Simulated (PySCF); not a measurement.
Method: PySCF 2.14.0 with PBE-D3(BJ)/def2-TZVP // B3LYP-D3(BJ)/def2-SVP. Isolated molecules, 0 K electronic values unless said otherwise. One relaxed conformer stands for a flexible species; it need not be the lowest. Excitations are Tamm–Dancoff values on a coarser integration grid. The basis has no diffuse functions, so Rydberg states are missing or too high.

Reference species (SMILES): `[SiH2](C)[GeH2][CH3]` (C–Si–Ge–C torsion 179°) (neutral, multiplicity 1).

```yaml
brightest of the four lowest singlets (TDA): 7.04 eV
LUMO: -0.62 eV
S1 excitation (TDA): 6.22 eV
```

Changed species: `C[SiH2][GeH2][SiH2][GeH2][SiH2][GeH2][CH3]` (n = 3; the reference has n = 1).

Question: What does the change do to the brightest of the four lowest singlets (TDA), LUMO and S1 excitation (TDA)?

Answer: the brightest of the four lowest singlets (TDA) falls by 1.90 eV, to 5.14 eV; the LUMO drops by 0.85 eV, to -1.47 eV; the S1 excitation (TDA) decreases by 1.08 eV, to 5.14 eV.
